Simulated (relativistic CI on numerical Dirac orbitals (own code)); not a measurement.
Hg⁺: calculation against measurement

Computed by Dirac-Coulomb-Breit CI, orbitals from a KLI potential per configuration, QED by a radiative potential, valence Slater integrals scaled by 0.85, P86 correlation energy added to each configuration (own radial code, finite nucleus).

CI space (outside the closed core [Xe] 4f14): 5d10 6s, 5d9 6s2, 5d10 6p, 5d9 6s 6p, 5d10 7s, 5d10 6d, 5d10 7p, 5d10 5f, 5d10 8s, 5d10 7d, 5d10 8p, 5d10 9s, 5d10 5g, 5d10 6f. Double excitations out of closed p, d and f shells are left out; levels of such configurations are missing from the list, as are those of other unlisted configurations, and high levels can miss mixing partners.

```
Configuration  Term (tabulated)    J  Measured (cm⁻¹)  Computed   Error  Purity (%)
      5d10 6s                2S  1/2              0.0         0       0         100
      5d9 6s2                2D  5/2          35514.6     41511    5997         100
      5d9 6s2                2D  3/2          50555.6     55779    5223         100
      5d10 6p               2P°  1/2          51486.1     48642   -2844          98
      5d10 6p               2P°  3/2          60608.4     56579   -4030          97
    5d9 6s 6p          (5/2,2)°  9/2          91139.5     87868   -3272         100
      5d10 7s                2S  1/2          95714.4     88603   -7112         100
      5d10 6d                2D  3/2         104984.1     97329   -7655         100
      5d10 6d                2D  5/2         105544.0     97744   -7801         100
      5d10 7p               2P°  1/2         108298.2    100012   -8286          79
      5d10 7p               2P°  3/2         111971.5    101573  -10399          61
      5d10 5f             2F° †  7/2         123153.8    114780   -8374          92
      5d10 5f             2F° †  5/2         123411.4    114689   -8722          60
```

Measured levels from NIST Handbook of Basic Atomic Spectroscopic Data (Sansonetti and Martin, J. Phys. Chem. Ref. Data 34, 1559 (2005)); pairs were made by configuration, J and term (by order where the table uses no LS term), so strongly mixed levels may be paired wrongly.

Mean error by configuration (cm⁻¹): 5d9 6s2 5610; 5d10 6p -3437; 5d9 6s 6p -3272; 5d10 7s -7112; 5d10 6d -7728; 5d10 7p -9342. Over the excited levels the mean absolute error is 6262 cm⁻¹ (12 of the 20 excited levels that our extract of the source holds in range could be paired, and the others can miss by more), and the median relative error of those above 1,000 cm⁻¹ is 7.4 %. † marks terms whose computed intervals miss the measured ones by more than a factor of 2.5, or configurations far off the rest, from wrong mixing, a near crossing or a doubtful label or measurement; they are left out of the means.
